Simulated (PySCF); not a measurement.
# C₆ coefficients of unlike pairs at PBE

Calculated with PySCF 2.14 from the dipole response of each species, C₆(A,B) = (3/π) ∫ α_A(iu) α_B(iu) du, in atomic units, from isotropic polarisabilities. For ions this is the dispersion term alone; charge-induced terms of lower order in 1/R come first.

| species | configuration | basis | relativity | α (bohr³) | C₆ (like pair) |
| --- | --- | --- | --- | --- | --- |
| Ru | [Kr] 4d7 5s1 (5F) | aug-cc-pwCVTZ-PP with ECP28MDF (8s8p7d4f3g) | core potential | 57.40 | 529.7 |
| Br⁺ | [Ar] 3d10 4s2 4p4 (3P) | x2c-QZVPPall with one added diffuse shell each of s, p, d, f type (12s9p6d5f1g) | spin-free X2C | 12.67 | 79.11 |
| Nb³⁺ | [Kr] 4d2 (3F) | def2-TZVPPD with the def2 core potential (28 electrons) (6s4p3d2f1g) | core potential | 5.918 | 25.61 |
| Ca⁺ | [Ar] 4s1 (2S) | aug-cc-pwCVQZ-X2C (11s10p8d6f3g) | spin-free X2C | 79.32 | 576.9 |

Task: Estimate C₆ for Ca⁺ with Nb³⁺.

Result: The integral gives 83.93. The combination rule 2 C_A C_B / (C_A α_B/α_A + C_B α_A/α_B) gives 76.49 and the geometric mean 121.6.

No spin-orbit coupling is included.

The other pairs:

```csv
pair,C₆
"Ca⁺, Br⁺",166.4
"Br⁺, Ru",188.2
"Ca⁺, Ru",530.5
"Nb³⁺, Br⁺",43.93
"Nb³⁺, Ru",98.74
```
